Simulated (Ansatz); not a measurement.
CH$_{9}$BOSi$_{2}$ (`CB[SiH](O)[SiH3]`). Total charge 0; spin multiplicity 1. The geometry is a stationary point of PBE0-D4/def2-TZVP. It is one conformer, not always the lowest.

```xyz
14

C     1.461    1.002    1.348
B     0.087    1.182    0.644
Si   -1.071   -0.387    0.187
O    -2.660   -0.072   -0.180
Si    0.053   -1.420   -1.617
H     1.827   -0.022    1.446
H     2.246    1.635    0.922
H     1.310    1.391    2.369
H    -0.250    2.295    0.338
H    -1.111   -1.392    1.287
H    -2.833    0.724   -0.685
H     0.177   -0.486   -2.773
H    -0.664   -2.638   -2.086
H     1.428   -1.811   -1.199
```

Q: What is the dipole moment at B3LYP/def2-TZVPP? (Estimate.)

A: Ansatz gave: 1.76 D, with components (0.77, 1.56, 0.22) D in this frame, pointing from negative to positive charge.

Q: And with PBE, r2SCAN, ωB97M-V? (Estimate.)

A: Ansatz gave: PBE 1.66 D, r2SCAN 1.71 D, ωB97M-V 1.81 D.

Q: Give the Mulliken charges with B3LYP, ωB97M-V, r2SCAN in def2-TZVPP. (Best estimate.)

A: Ansatz gave: 
```tsv
atom	B3LYP	ωB97M-V	r2SCAN
C1	-0.28	-0.32	-0.20
B2	-0.02	-0.09	-0.01
Si3	0.37	0.29	0.41
O4	-0.40	-0.38	-0.42
Si5	0.08	-0.02	0.10
H6	0.10	0.11	0.06
H7	0.11	0.12	0.08
H8	0.09	0.11	0.07
H9	0.03	0.08	0.00
H10	-0.08	-0.02	-0.08
H11	0.18	0.17	0.20
H12	-0.07	-0.03	-0.07
H13	-0.06	-0.02	-0.06
H14	-0.06	-0.02	-0.07
```

B3LYP here is the variant with VWN-RPA as its local correlation; programs differ in this.
